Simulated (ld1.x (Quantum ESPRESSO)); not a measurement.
boron, TM semilocal: configuration errors across variants

ld1.x (Quantum ESPRESSO) 7.5 input, shortened:

```
&input
   title='B', zed=5., rel=1, dft='PZ', iswitch=3,
   config='[He] 2s1.75 2p1.25 3d-2'
 /
 &inputp
   pseudotype=1, tm=.true., lloc=1,
   nlcc=.true., new_core_ps=.true., rcore=1.10
 /
3
2S  1  0   1.75   0.00  1.10  1.10  0.0
3D  3  2  -2.00   0.25  2.65  2.65  0.0
2P  2  1   1.25   0.00  2.90  2.90  0.0
 &test
   configts(1)='2s1.75 2p1.25'
 /
```

All-electron excitation energies from the reference (eV): (1) 2s2 2p1 -1.418; (2) 2s2 2p0 6.908; (3) 2s1 2p0 32.213; (4) 2s2 2p0.5 1.524; (5) 2s2 2p1.3 -2.191; (6) 2s0 2p3 9.983; (7) 2s1 2p1 12.865; (8) 2s1.75 2p1.25 spin -0.562; (9) 2s2 2p1 spin -1.653.

Spin tests fill each open shell by Hund’s rule, majority spin first.

A semilocal file is local in each channel, so a ghost entry of none says nothing of the separable form that plane-wave codes build from it.

Errors AE − PS in meV (a dash: test not solved or not reliable):

| change | (1) | (2) | (3) | (4) | (5) | (6) | (7) | (8) | (9) | bound ghosts |
| --- | --- | --- | --- | --- | --- | --- | --- | --- | --- | --- |
| base | -0.6 | +89 | +285 | +15 | -2.4 | -26 | -26 | +21 | +6.9 | none |
| all radii but the core radius scaled by about 0.74 (s 0.82, p 2.14, d 1.96 bohr) | +0.4 | +40 | +124 | +7.3 | -0.3 | +29 | -3.8 | +23 | +11 | none |
| all radii but the core radius scaled by about 0.82 (s 0.90, p 2.38, d 2.18 bohr) | 0.0 | +47 | +154 | +7.9 | -0.8 | +7.3 | -10 | +24 | +9.9 | none |
| all radii but the core radius scaled by about 0.92 (s 1.02, p 2.68, d 2.44 bohr) | -0.3 | +68 | +223 | +11 | -1.7 | -13 | -19 | +23 | +8.3 | none |
| all radii but the core radius scaled by about 1.08 (s 1.18, p 3.12, d 2.86 bohr) | -0.9 | +116 | +364 | +20 | -3.3 | -42 | -33 | +18 | +5.1 | none |
| all radii but the core radius scaled by about 1.20 (s 1.32, p 3.48, d 3.18 bohr) | -1.5 | +166 | +504 | +29 | -4.9 | -72 | -43 | +12 | +1.9 | none |
| all radii but the core radius scaled by about 1.33 (s 1.46, p 3.84, d 3.52 bohr) | -2.4 | +232 | +690 | +42 | -7.1 | -117 | -53 | +3.5 | -2.3 | none |
| all radii but the core radius scaled by about 1.37 (s 1.50, p 3.98, d 3.64 bohr) | -3.0 | +271 | +801 | +50 | -8.4 | -145 | -57 | -1.6 | -4.8 | none |

Problem. Give the same row for: all radii but the core radius scaled by about 1.17 (s 1.28, p 3.38, d 3.10 bohr).

Solution. -1.4, +152, +465, +26, -4.5, -63, -40, +14, +2.7; bound ghosts: none.
